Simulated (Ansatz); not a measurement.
Ansatz (a first-principles code) input:

Ansatz 0.2 input:
```yaml
crystal:
  periodic: [false, false, false]
  atoms:
    - {symbol: F, position_ang: [-1.21299123, -0.50470806, 0.01613613]}
    - {symbol: S, position_ang: [-0.00574452, 0.55322190, 0.00745691]}
    - {symbol: F, position_ang: [1.22320370, -0.47879753, -0.02939285]}
basis:
  gaussian:
    orbitals: def2-TZVP
hamiltonian:
  xc: {name: HF}
relax: {f_tol: 0.003, max_steps: 100}
```

**Question.** Predict the final energy.

**Answer.** -596.45130 Eh (HF/def2-TZVP). The basis has 99 functions.
